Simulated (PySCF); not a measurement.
## Mass spectrum arithmetic for `C/C=C(\C)C(Cl)(Cl)C(F)F`

Species: `C/C=C(\C)C(Cl)(Cl)C(F)F`.

All values are calculated from tables of isotopes.

Q: What are the average molar mass and the monoisotopic mass?

A: For C6H8Cl2F2, with standard atomic weights, 6 × 12.011 + 2 × 35.450 + 2 × 18.998 + 8 × 1.008 = 189.026 g/mol. From the most abundant isotopes (12C, 35Cl, 19F, 1H), 6 × 12.000000 + 2 × 34.968853 + 2 × 18.998403 + 8 × 1.007825 = 187.9971 u.

Q: Give the isotope pattern of the molecular ion M+•, merging species of the same nominal mass.

A: 
```json
{"nominal mass": "188", "m/z (centroid)": "187.9966", "relative intensity": "100.0"}
{"nominal mass": "189", "m/z (centroid)": "189.0000", "relative intensity": "6.6"}
{"nominal mass": "190", "m/z (centroid)": "189.9936", "relative intensity": "64.1"}
{"nominal mass": "191", "m/z (centroid)": "190.9970", "relative intensity": "4.2"}
{"nominal mass": "192", "m/z (centroid)": "191.9908", "relative intensity": "10.3"}
{"nominal mass": "193", "m/z (centroid)": "192.9941", "relative intensity": "0.7"}
```

Cut off at 0.1 %. One electron mass, 0.00055 u, is taken off. Abundances used (%; other tables differ somewhat): 12C 98.93, 13C 1.07; 35Cl 75.78, 37Cl 24.22; 1H 99.9885, 2H 0.0115.

Q: What share of all molecules is the monoisotopic species?

A: 0.9893^6 × 0.7578^2 × 1^2 × 0.999885^8 = 53.79 %.

Q: Which m/z would the protonated, sodiated and deprotonated molecule have?

A: [M+H]+ 189.0044, [M+Na]+ 210.9863, [M−H]− 186.9898, for the monoisotopic species (arithmetic only; whether such ions form is another matter).

Q: What resolving power m/Δm just matches the spacing of the species with one 13C and with one 2H?

A: They lie 0.00292 u apart at mass 189.00, so m/Δm is about 65000.
